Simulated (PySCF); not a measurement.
GeH2Cl2, SMILES [Cl][GeH2][Cl]. Geometry: B3LYP-D3(BJ)/def2-TZVP.

TDA-PBE0/def2-SVPD in PySCF puts the lowest singlet excitations at 6.62, 6.87, 6.94, 7.13, 7.25, 7.51 eV.

Problem. What are the lowest excitation roots from PySCF with ADC(2)/aug-cc-pVDZ? (The exact figures need the calculation; the answer reports its results.)

Solution. 7.30, 7.46, 7.51, 7.79, 7.95, 8.08 eV. S1 differs by 0.69 eV (second minus first; roots are paired by order, and the bases may differ).
